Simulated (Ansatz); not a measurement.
One change: `CC1=CC(C)=[O+][Al-]([CH3])([F])[O]1` becomes `CC1=CC(C)=[O+][Al-]([OH])([F])[O]1`.

Ansatz, PBE0-D4/def2-TZVP geometries, multiplicity 1. Each molecule was computed in one conformer, which needn't be the lowest.

```
                                      property  `CC1=CC(C)=[O+][Al-]([CH3])([F])[O]1`
         HOMO–LUMO gap (B3LYP/def2-TZVPP) / eV                                   5.03
size of the dipole moment (PBE/def2-TZVPP) / D                                   5.32
           LUMO energy (B3LYP/def2-TZVPP) / eV                                  -2.29
         LUMO energy (ωB97M-V/def2-TZVPP) / eV                                   0.01
             LUMO energy (PBE/def2-TZVPP) / eV                                  -2.94
          HOMO–LUMO gap (PBE0/def2-TZVPP) / eV                                   5.44
```

(1) Give the same properties after the change, and the shifts. (Best estimate.)

Answers

(1) The calculation gave: 
```json
{"property": "HOMO–LUMO gap (B3LYP/def2-TZVPP) / eV", "`CC1=CC(C)=[O+][Al-]([OH])([F])[O]1`": "5.11", "shift": "0.08"}
{"property": "size of the dipole moment (PBE/def2-TZVPP) / D", "`CC1=CC(C)=[O+][Al-]([OH])([F])[O]1`": "6.70", "shift": "1.38"}
{"property": "LUMO energy (B3LYP/def2-TZVPP) / eV", "`CC1=CC(C)=[O+][Al-]([OH])([F])[O]1`": "-2.41", "shift": "-0.12"}
{"property": "LUMO energy (ωB97M-V/def2-TZVPP) / eV", "`CC1=CC(C)=[O+][Al-]([OH])([F])[O]1`": "-0.10", "shift": "-0.11"}
{"property": "LUMO energy (PBE/def2-TZVPP) / eV", "`CC1=CC(C)=[O+][Al-]([OH])([F])[O]1`": "-3.05", "shift": "-0.11"}
{"property": "HOMO–LUMO gap (PBE0/def2-TZVPP) / eV", "`CC1=CC(C)=[O+][Al-]([OH])([F])[O]1`": "5.52", "shift": "0.08"}
```

With PBE0 the HOMO falls by 0.21 eV and the LUMO falls by 0.13 eV, so the gap widens by about 0.08 eV. PBE moves the HOMO by -0.21 eV and ωB97M-V by -0.18 eV. Dipoles are sizes alone; their direction can turn.

Positive LUMOs are unbound, so they and the gaps depend on the basis.

B3LYP here is the variant with VWN-RPA as its local correlation; programs differ in this.
